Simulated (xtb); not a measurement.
Cl₄SW, triplet, from a rough starting geometry (GFN-xTB shapes and energies of metal compounds can be far from the true ones) (the multiplicity is a formal guess); GFN2-xTB (xtb).

Here is a job for xtb.
```
$ xtb mol.xyz --gfn 2 --uhf 2 --opt vtight --json

# file mol.xyz
6

W      0.06870122    -0.03496064     0.03945367
S      1.50553682    -0.67769897     1.60105181
Cl    -1.46580700     0.64984947    -1.53415931
Cl     0.24900745     2.12224155     0.49679568
Cl     1.23064138    -0.95707598    -1.59830063
Cl    -1.64025618    -1.17735581     1.00079455
```

**Question.** Write the output that xtb gives for this input, abridged.

**Answer.** 
```
   ID    Z sym.   atoms
    1   74 W      1
    2   16 S      2
    3   17 Cl     3-6

           -------------------------------------------------
          |                Calculation Setup                |
           -------------------------------------------------

           -------------------------------------------------
          |                 G F N 2 - x T B                 |
           -------------------------------------------------

          ...................................................
          :                      SETUP                      :
          :.................................................:
          :  # basis functions                  60          :
          :  # atomic orbitals                  54          :
          :  # shells                           18          :
          :  # electrons                        40          :
          :  max. iterations                   250          :
          :  Hamiltonian                  GFN2-xTB          :
          :  restarted?                      false          :
          :  GBSA solvation                  false          :
          :  PC potential                    false          :
          :  electronic temp.          300.0000000     K    :
          :  accuracy                    1.0000000          :
          :  -> integral cutoff          0.2500000E+02      :
          :  -> integral neglect         0.1000000E-07      :
          :  -> SCF convergence          0.1000000E-05 Eh   :
          :  -> wf. convergence          0.1000000E-03 e    :
          :  Broyden damping             0.4000000          :
          :  net charge                          0          :
          :  unpaired electrons                  2          :
          ...................................................

 iter      E             dE          RMSdq      gap      omega  full diag
   1    -18.3822630 -0.183823E+02  0.246E+01    0.04       0.0  T
   2    -14.5501149  0.383215E+01  0.394E+01    0.00       1.0  T
   3    -21.4674019 -0.691729E+01  0.300E+01    0.07       1.0  T
   4    -23.3125793 -0.184518E+01  0.123E+01    0.18       1.0  T
   5    -23.5002927 -0.187713E+00  0.128E+01    0.19       1.0  T
   6    -23.8112896 -0.310997E+00  0.742E+00    0.04       1.0  T
   7    -23.8858642 -0.745746E-01  0.613E+00    0.01       1.0  T
   8    -23.9534364 -0.675722E-01  0.818E+00    0.16       1.0  T
   9    -24.0565292 -0.103093E+00  0.314E+00    0.03       1.0  T
[...]
         :: total energy             -24.059646128643 Eh    ::
 * total energy  :   -24.0596461 Eh     change        0.4939409E-09 Eh
 * total energy  :   -24.0673480 Eh     change       -0.7701921E-02 Eh
 * total energy  :   -24.0681399 Eh     change       -0.7918382E-03 Eh
 * total energy  :   -24.0681737 Eh     change       -0.3385389E-04 Eh
 * total energy  :   -24.0682157 Eh     change       -0.4193353E-04 Eh
 * total energy  :   -24.0682406 Eh     change       -0.2497401E-04 Eh
 * total energy  :   -24.0682363 Eh     change        0.4366669E-05 Eh
 * total energy  :   -24.0682450 Eh     change       -0.8691799E-05 Eh
 * total energy  :   -24.0682453 Eh     change       -0.3102662E-06 Eh
 * total energy  :   -24.0682462 Eh     change       -0.8950213E-06 Eh
 * total energy  :   -24.0682463 Eh     change       -0.8708813E-07 Eh
   *** GEOMETRY OPTIMIZATION CONVERGED AFTER 11 ITERATIONS ***
         :: total energy             -24.068246265983 Eh    ::
[...]
      -------------------------------------------------------------
                  HL-Gap            0.0000734 Eh            0.0020 eV
             Fermi-level           -0.3926494 Eh          -10.6845 eV

     #   Z          covCN         q      C6AA      α(0)
     1  74 W        4.380     0.499   465.454    47.583
     2  16 S        0.951    -0.168   146.171    20.449
     3  17 Cl       0.892    -0.237   106.638    15.798
     4  17 Cl       0.883    -0.031   100.118    15.308
     5  17 Cl       0.883    -0.031   100.103    15.306
     6  17 Cl       0.883    -0.031   100.117    15.307

 Mol. C6AA /au·bohr⁶  :       5408.843958
 Mol. C8AA /au·bohr⁸  :     377698.203081
 Mol. α(0) /au        :        129.751796

Wiberg/Mayer (AO) data.
largest (>0.10) Wiberg bond orders for each atom

 ---------------------------------------------------------------------------
     #   Z sym  total        # sym  WBO       # sym  WBO       # sym  WBO
 ---------------------------------------------------------------------------
     1  74 W    6.209 --     5 Cl   1.363     6 Cl   1.363     4 Cl   1.363
                             3 Cl   1.065     2 S    1.056
     2  16 S    1.242 --     1 W    1.056
     3  17 Cl   1.274 --     1 W    1.065
     4  17 Cl   1.599 --     1 W    1.363
     5  17 Cl   1.600 --     1 W    1.363
     6  17 Cl   1.599 --     1 W    1.363
 ---------------------------------------------------------------------------

Topologies differ in total number of bonds
Writing topology from bond orders to xtbtopo.mol

molecular dipole:
                 x           y           z       tot (Debye)
 q only:        0.176      -0.077       0.183
   full:       -0.243       0.104      -0.263       0.948
molecular quadrupole (traceless):
                xx          xy          yy          xz          yz          zz
 q only:       -1.089       2.025       2.758      -5.001       2.149      -1.669
  q+dip:       -1.474       2.785       3.760      -6.861       2.975      -2.286
   full:       -1.545       2.918       3.941      -7.192       3.118      -2.396

optimized geometry written to: xtbopt.xyz

           -------------------------------------------------
          | TOTAL ENERGY              -24.068246265983 Eh   |
          | GRADIENT NORM               0.000075923263 Eh/α |
          | HOMO-LUMO GAP               0.001996229813 eV   |
           -------------------------------------------------

normal termination of xtb
```
